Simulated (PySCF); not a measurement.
PySCF input file for C2H8SiZn, SMILES C[CH2][Zn][SiH3], TPSSh-D3(BJ)/def2-SVP. The structure is a stationary point at TPSSh-D3(BJ)/def2-SVP. The structure was generated by enumeration; whether it is a known compound was not checked. One conformer was computed; it need not be the lowest.

```python
import numpy as np
from pyscf import gto, scf, dft, df
from pyscf.hessian import thermo

mol = gto.M(
    atom='''
    Zn    0.16099601   -0.11128405   -0.00743004
    C    -0.36685111   -1.24619029   -1.52770255
    C    -1.74725632   -0.93963181   -2.12838660
    H    -0.32603608   -2.30043830   -1.19447203
    H     0.41289693   -1.15340312   -2.30714653
    H    -1.81094967    0.09444895   -2.50717853
    H    -2.55497404   -1.06086596   -1.38691585
    H    -1.98755473   -1.60670578   -2.97586864
    Si    0.80345806    1.26414353    1.83562585
    H     0.23457428    0.78484072    3.13398508
    H     0.35102049    2.68164556    1.67687264
    H     2.28737436    1.31592277    2.02139831
    ''',
    basis='def2-SVP',
    charge=0,
    spin=0,
    max_memory=1600,
    verbose=3,
)
mf = dft.RKS(mol, xc='tpssh').density_fit(auxbasis='def2-universal-jkfit')
mf.disp = 'd3bj'
mf.grids.level = 4
mf.conv_tol = 1e-11
mf.max_cycle = 100
mf.kernel()

# [left out here: the lines that compute and print the analytic Hessian (its translational invariance restored by hand, since the grid's response is missing), thermochemistry and intensities]
```

Output:

```
converged SCF energy = -2149.52991596918

WARN: MGGA Hessian is sensitive to dft grids. grids.level 4 may not be dense enough.


WARN: DFTD3 does not support analytical Hessian, using finite difference


WARN: Mole.unit (angstrom) is changed to Bohr

Mode                                 0                   1                   2
Irrep
Freq [cm^-1]                       -6.8455             65.4195             89.1335
Reduced mass [au]                   1.1216              4.1307              2.5587
Force const [Dyne/A]               -0.0000              0.0104              0.0120
Char temp [K]                      -9.8491             94.1241            128.2432
Normal mode                   x     y     z       x     y     z       x     y     z
       0  Zn                -0.01 -0.01  0.01    0.06 -0.04 -0.01    0.03  0.05 -0.04
       1   C                -0.02 -0.03  0.03   -0.02  0.00 -0.01   -0.05 -0.07  0.07
       2   C                 0.03  0.05 -0.05   -0.04  0.11  0.08   -0.02 -0.03  0.03
       3   H                -0.11 -0.02  0.07   -0.06 -0.01 -0.05   -0.15 -0.03  0.23
       4   H                 0.02 -0.11  0.06   -0.06 -0.01 -0.05   -0.04 -0.27  0.06
       5   H                 0.12  0.04 -0.09   -0.00  0.13  0.13    0.10 -0.09 -0.16
       6   H                -0.01  0.13 -0.08   -0.00  0.13  0.13   -0.03  0.20  0.05
       7   H                 0.02  0.03 -0.03   -0.14  0.16  0.07   -0.10 -0.15  0.15
       8  Si                 0.01  0.01 -0.01   -0.08  0.03 -0.02   -0.03 -0.04  0.04
       9   H                 0.43 -0.27  0.07   -0.13  0.05 -0.03   -0.09 -0.16 -0.02
      10   H                -0.44 -0.10  0.21   -0.15  0.00 -0.10   -0.03 -0.03  0.14
      11   H                 0.03  0.42 -0.34   -0.09  0.12  0.07   -0.04 -0.05  0.12
Mode                                 3                   4                   5
Irrep
Freq [cm^-1]                      209.5153            231.8363            302.3609
Reduced mass [au]                   3.5681              1.1630              7.1326
Force const [Dyne/A]                0.0923              0.0368              0.3842
Char temp [K]                     301.4459            333.5608            435.0300
Normal mode                   x     y     z       x     y     z       x     y     z
       0  Zn                 0.04 -0.01  0.02    0.01  0.01 -0.01   -0.02 -0.03 -0.04
       1   C                -0.11  0.05 -0.02   -0.04 -0.06  0.06    0.01 -0.07 -0.06
       2   C                -0.09 -0.06 -0.13    0.01  0.01 -0.01    0.00  0.01  0.01
       3   H                -0.08  0.06 -0.00   -0.11 -0.06  0.07   -0.01 -0.07 -0.07
       4   H                -0.09  0.05  0.00   -0.00 -0.10  0.09   -0.00 -0.06 -0.07
       5   H                -0.14 -0.09 -0.19   -0.12  0.17  0.45    0.03  0.02  0.05
       6   H                -0.14 -0.09 -0.19   -0.07 -0.46 -0.17    0.03  0.02  0.05
       7   H                 0.04 -0.13 -0.11    0.23  0.36 -0.35   -0.08  0.05 -0.00
       8  Si                 0.01  0.03  0.04   -0.00 -0.00  0.00    0.04  0.08  0.11
       9   H                -0.05  0.05  0.02   -0.04 -0.07 -0.04    0.07  0.08  0.12
      10   H                -0.08 -0.00 -0.05   -0.01  0.00  0.06    0.08  0.10  0.15
      11   H                -0.01  0.13  0.13   -0.01 -0.01  0.05    0.04  0.04  0.08
Mode                                 6                   7                   8
Irrep
Freq [cm^-1]                      422.9267            428.6285            518.9279
Reduced mass [au]                   1.1451              1.2047              3.8654
Force const [Dyne/A]                0.1207              0.1304              0.6133
Char temp [K]                     608.4974            616.7010            746.6218
Normal mode                   x     y     z       x     y     z       x     y     z
       0  Zn                 0.01  0.01 -0.01   -0.02  0.00 -0.01    0.01  0.04  0.04
       1   C                 0.00  0.00 -0.00    0.01  0.01  0.02    0.01 -0.15 -0.15
       2   C                -0.00 -0.00  0.00    0.02  0.00  0.02   -0.04 -0.01 -0.03
       3   H                -0.05  0.03  0.11    0.03  0.01  0.03   -0.05 -0.16 -0.19
       4   H                -0.00 -0.12 -0.02    0.03  0.02  0.03   -0.04 -0.16 -0.20
       5   H                -0.03  0.01  0.04    0.03  0.01  0.02    0.03  0.03  0.05
       6   H                 0.01 -0.05  0.00    0.03  0.01  0.02    0.03  0.03  0.05
       7   H                 0.01  0.02 -0.02    0.01  0.01  0.02   -0.21  0.08 -0.06
       8  Si                -0.03 -0.04  0.04    0.06 -0.03  0.01    0.00 -0.01 -0.01
       9   H                 0.26  0.52  0.36   -0.26  0.10 -0.08   -0.05 -0.01 -0.03
      10   H                 0.03 -0.07 -0.47   -0.36 -0.19 -0.39   -0.06 -0.04 -0.08
      11   H                 0.03  0.04 -0.37   -0.03  0.48  0.44   -0.01  0.04  0.03
Mode                                 9                  10                  11
Irrep
[...]
      11   H                 0.00 -0.00 -0.00   -0.00  0.00  0.00   -0.00  0.00 -0.00
Mode                                21                  22                  23
Irrep
Freq [cm^-1]                     1502.0061           2206.4005           2210.7991
Reduced mass [au]                   1.0391              1.0211              1.0496
Force const [Dyne/A]                1.3812              2.9288              3.0227
Char temp [K]                    2161.0523           3174.5191           3180.8476
Normal mode                   x     y     z       x     y     z       x     y     z
       0  Zn                 0.00  0.00 -0.00    0.00  0.00  0.00    0.00 -0.00  0.00
       1   C                 0.01  0.01 -0.01    0.00 -0.00  0.00   -0.00  0.00 -0.00
       2   C                 0.02  0.03 -0.03    0.00 -0.00 -0.00    0.00 -0.00 -0.00
       3   H                -0.04  0.01 -0.02   -0.00  0.00 -0.00   -0.00  0.00  0.00
       4   H                 0.04 -0.01  0.02   -0.00 -0.00 -0.00    0.00  0.00  0.00
       5   H                 0.21  0.18  0.41   -0.00 -0.00  0.00   -0.00 -0.00 -0.00
       6   H                -0.25 -0.25 -0.34    0.00  0.00 -0.00    0.00 -0.00 -0.00
       7   H                -0.29 -0.45  0.43   -0.00  0.00  0.00   -0.00  0.00 -0.00
       8  Si                 0.00  0.00 -0.00   -0.01 -0.01 -0.02    0.03 -0.02  0.01
       9   H                 0.00  0.00 -0.00   -0.22 -0.19  0.48    0.01 -0.01 -0.00
      10   H                -0.00  0.00  0.00   -0.18  0.54 -0.08   -0.20  0.65 -0.07
      11   H                 0.00 -0.00  0.00    0.57  0.01  0.06   -0.69 -0.03 -0.08
Mode                                24                  25                  26
Irrep
Freq [cm^-1]                     2210.9413           3004.6557           3010.6012
Reduced mass [au]                   1.0496              1.0459              1.0502
Force const [Dyne/A]                3.0231              5.5634              5.6085
Char temp [K]                    3181.0522           4323.0305           4331.5849
Normal mode                   x     y     z       x     y     z       x     y     z
       0  Zn                 0.00  0.00 -0.00   -0.00  0.00 -0.00   -0.00 -0.00 -0.00
       1   C                -0.00 -0.00  0.00   -0.03  0.03  0.01   -0.03  0.04  0.02
       2   C                 0.00 -0.00  0.00   -0.03 -0.00 -0.02    0.03 -0.00  0.02
       3   H                -0.00 -0.00 -0.00    0.00 -0.42  0.15    0.01 -0.49  0.17
       4   H                 0.00  0.00  0.00    0.31  0.05 -0.32    0.36  0.06 -0.36
       5   H                 0.00  0.00  0.00    0.01 -0.32  0.11   -0.01  0.34 -0.12
       6   H                -0.00  0.00 -0.00    0.24  0.04 -0.24   -0.25 -0.04  0.25
       7   H                -0.00 -0.00  0.00    0.11  0.35  0.43   -0.07 -0.25 -0.30
       8  Si                 0.02  0.02 -0.02   -0.00  0.00  0.00   -0.00 -0.00 -0.00
       9   H                -0.30 -0.25  0.70    0.00 -0.00  0.00   -0.00  0.00  0.00
      10   H                 0.13 -0.37  0.03    0.00  0.00  0.00    0.00  0.00  0.00
      11   H                -0.39 -0.00 -0.06    0.00 -0.00 -0.00    0.00  0.00  0.00
Mode                                27                  28                  29
Irrep
Freq [cm^-1]                     3051.4391           3074.9773           3093.8048
Reduced mass [au]                   1.1009              1.1009              1.1028
Force const [Dyne/A]                6.0394              6.1329              6.2190
Char temp [K]                    4390.3414           4424.2078           4451.2963
Normal mode                   x     y     z       x     y     z       x     y     z
       0  Zn                 0.00  0.00 -0.00    0.00  0.00  0.00   -0.00 -0.00  0.00
       1   C                 0.04  0.06 -0.05    0.00 -0.00 -0.00   -0.01 -0.01  0.01
       2   C                -0.01 -0.01  0.01    0.02 -0.07 -0.05   -0.04 -0.06  0.05
       3   H                 0.02 -0.62  0.19   -0.00  0.06 -0.02   -0.01  0.15 -0.05
       4   H                -0.46 -0.05  0.46   -0.05 -0.01  0.05    0.11  0.01 -0.11
       5   H                -0.01  0.15 -0.05   -0.02  0.44 -0.18   -0.03  0.62 -0.21
       6   H                 0.11  0.01 -0.11   -0.35 -0.07  0.32    0.47  0.06 -0.44
       7   H                -0.00 -0.00  0.00    0.14  0.40  0.51   -0.01 -0.01  0.01
       8  Si                 0.00  0.00 -0.00    0.00 -0.00  0.00   -0.00 -0.00  0.00
       9   H                -0.00 -0.00 -0.00   -0.00  0.00 -0.00    0.00  0.00 -0.00
      10   H                -0.00  0.00  0.00   -0.00  0.00 -0.00   -0.00  0.00 -0.00
      11   H                -0.00  0.00  0.00   -0.00 -0.00 -0.00    0.00  0.00 -0.00
temperature 298.1500 [K]
pressure 101325.00 [Pa]
Rotational constants [GHz] 17.34349 1.37601 1.31491
Symmetry number 1
Zero-point energy (ZPE) 0.08820 [Eh]   231574.038 [J/mol]
                           tot       elec      trans        rot        vib
Entropy [J/mol/K]       351.643      0.000    169.018    111.836     70.789
Cv [J/mol/K]             98.846      0.000     12.472     12.472     73.903
Cp [J/mol/K]            107.161      0.000     20.786     12.472     73.903
Internal energy [J/mol]                      3718.434   3718.434 242867.605
Internal energy [Eh]   -2149.43458  -2149.52992
Enthalpy [J/mol]                             6197.391   3718.434 242867.605
Enthalpy [Eh]          -2149.43364
Gibbs free energy [J/mol]                  -44195.299 -29625.358 221761.788
Gibbs free energy [Eh] -2149.47357
static polarisability / bohr^3: [[67.381  7.208 12.636]
 [ 7.206 72.256 17.892]
 [12.643 17.904 86.378]]
largest difference of analytic and finite-field dipole derivatives / e: 0.0009394906215147159
mode   freq/cm-1   IR/(km/mol)   Raman/(A^4/amu)   depolarisation
   1       -6.85         0.022             0.040            0.750
   2       65.42         2.051             0.332            0.645
   3       89.13         3.437             0.051            0.750
   4      209.52         5.946             4.375            0.275
   5      231.84         1.653             0.054            0.749
   6      302.36         6.327            33.527            0.242
   7      422.93         6.788             1.684            0.750
   8      428.63         4.411             1.668            0.629
   9      518.93        35.549            16.618            0.237
  10      604.01        14.181             0.662            0.750
  11      880.94       275.461             2.018            0.691
  12      921.02         0.340             0.240            0.750
  13      950.25        30.533            32.273            0.742
  14      950.92        37.947            34.044            0.750
  15      956.43         9.424             5.300            0.387
  16     1021.35        10.593             9.785            0.747
  17     1205.99         9.277            48.942            0.280
  18     1249.47         0.997             2.595            0.750
  19     1405.87        11.111             8.658            0.609
  20     1443.75         0.525            17.513            0.728
  21     1491.77         0.789            15.401            0.702
  22     1502.01         5.119            23.563            0.750
  23     2206.40        95.905           263.688            0.001
  24     2210.80       118.524           152.826            0.750
  25     2210.94       119.139           153.271            0.749
  26     3004.66        55.554            84.323            0.535
  27     3010.60        39.632           267.707            0.016
  28     3051.44        10.460           139.399            0.750
  29     3074.98        36.026           156.703            0.672
  30     3093.80        44.562            38.339            0.750
max |gradient| / (hartree/bohr): 1.3006889716189236e-05
APT charges: [ 0.5863 -0.1735  0.1155 -0.0639 -0.064  -0.0349 -0.035  -0.0778  0.5208
 -0.258  -0.2577 -0.2579]
```

The run converged.

Cost: very roughly 14 core-minutes.
